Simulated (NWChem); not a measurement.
System: C$_{2}$H$_{3}$FO$_{2}$Si; SMILES [SiH]1(OC(=C)O1)F

Input file for NWChem:

```
start job
memory heap 200 mb stack 900 mb global 1100 mb
geometry units angstroms noautoz
  C     -0.361912    -2.480014     0.000000
  C     -0.067124    -1.176085     0.000000
  O      0.127233    -0.342304     1.104872
  Si     0.429602     0.919151     0.000000
  F     -0.668121     2.107057     0.000000
  O      0.127233    -0.342304    -1.104872
  H     -0.482133    -3.007259     0.953362
  H     -0.482133    -3.007259    -0.953362
  H      1.765036     1.561756     0.000000
end
basis spherical
  C library def2-svp
  O library def2-svp
  Si library def2-svp
  F library def2-svp
  H library def2-svp
end
dft
  xc b3pw91
  iterations 150
  mulliken
end
task dft energy
```

All runs use the structure optimised with PBE-D3(BJ)/def2-SVP.

Problem. What results follow from this input? (B3PW91/def2-SVP.) Quantities: energy (Ha); highest occupied level (eV); orbital gap (eV); dipole (D).

Solution. 
```
Property                       Value
---------------------------  -------
energy (Ha)                  -617.38
highest occupied level (eV)    -6.68
orbital gap (eV)                6.54
dipole (D)                      1.62
```
